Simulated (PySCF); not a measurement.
C₂H₅ClFNSi.

```xyz
11

N     -2.1774     0.5025    -0.8041
Si    -0.7987    -0.4676    -0.4947
Cl    -0.5856    -1.0383     1.5084
C      0.7231     0.4935    -0.9274
C      1.7275     0.6907    -0.0750
F      2.8173     1.3892    -0.3940
H     -3.1058     0.0931    -0.8120
H     -2.2005     1.4676    -0.4904
H     -0.9583    -1.7336    -1.2496
H      0.8197     0.9325    -1.9281
H      1.7648     0.3127     0.9529
```
Charge 0, spin multiplicity 1.

Coordinates come from a ωB97X-D3(BJ)/def2-SVP optimisation. The structure was generated by enumeration; whether it is a known compound was not checked. The values are those of a single conformer.

These are PBE/pcSseg-1 in PySCF values and carry that method's errors. Non-relativistic, no solvent.

Computed absolute GIAO shielding of each atom: isotropic value and principal components (ppm):
```json
[
 {"atom": "N1", "σ(iso)": "219.6", "σ11": "207.3", "σ22": "209.0", "σ33": "242.5", "span": "35.2"},
 {"atom": "Si2", "σ(iso)": "350.4", "σ11": "306.4", "σ22": "356.4", "σ33": "388.4", "span": "82.0"},
 {"atom": "Cl3", "σ(iso)": "862.2", "σ11": "723.6", "σ22": "870.6", "σ33": "992.4", "span": "268.8"},
 {"atom": "C4", "σ(iso)": "79.0", "σ11": "-10.8", "σ22": "91.7", "σ33": "156.2", "span": "167.0"},
 {"atom": "C5", "σ(iso)": "5.6", "σ11": "-96.6", "σ22": "47.6", "σ33": "65.7", "span": "162.3"},
 {"atom": "F6", "σ(iso)": "212.4", "σ11": "70.9", "σ22": "188.7", "σ33": "377.7", "span": "306.7"},
 {"atom": "H7", "σ(iso)": "30.0", "σ11": "23.7", "σ22": "25.8", "σ33": "40.5", "span": "16.7"},
 {"atom": "H8", "σ(iso)": "30.2", "σ11": "24.1", "σ22": "27.0", "σ33": "39.4", "span": "15.4"},
 {"atom": "H9", "σ(iso)": "25.7", "σ11": "21.9", "σ22": "23.7", "σ33": "31.3", "span": "9.4"},
 {"atom": "H10", "σ(iso)": "26.1", "σ11": "24.3", "σ22": "26.2", "σ33": "27.7", "span": "3.4"},
 {"atom": "H11", "σ(iso)": "24.2", "σ11": "19.9", "σ22": "23.2", "σ33": "29.5", "span": "9.6"}
]
```
